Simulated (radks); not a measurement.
Initial-state core-level shifts of neutral palladium when its valence configuration changes from [Kr] 4d10. Calculated with a radial shooting solver on a logarithmic mesh with Libxc functionals: scalar-relativistic Kohn-Sham, LDA (Slater exchange, Perdew-Wang correlation), spin-polarised, spherical densities, finite nucleus; open shells are filled with parallel spins first (spin-orbit coupling, left out, can overturn this in heavy ions); Fermi nuclear charge, rms radius 4.5318 fm. Shifts are changes of the shell-averaged eigenvalues in eV (positive: less bound); the change of the density at the nucleus, which sets a Mossbauer isomer shift, is in e/bohr^3, on a base of 1.354e+05.

valence,1s,3p,4s,4p,density at nucleus
4d9.5 5s0.5,-1.573,-1.642,-1.572,-1.522,+8.16
4d9 5p1,-5.045,-5.159,-5.041,-4.943,+1.19
4d8 5s2,-7.257,-7.555,-7.067,-6.808,+41.16
4d9 5s1,-3.273,-3.417,-3.245,-3.134,+17.87
4d8 5p2,-10.204,-10.470,-10.036,-9.779,+3.53
4d8.5 5s1.5,-5.209,-5.428,-5.117,-4.936,+28.77
4d7 5s2 5p1,-13.225,-13.670,-12.698,-12.248,+52.52
4d9 5s0.5 5p0.5,-4.200,-4.328,-4.184,-4.080,+9.80
4d6 5s2 5p2,-19.308,-19.915,-18.224,-17.541,+64.66
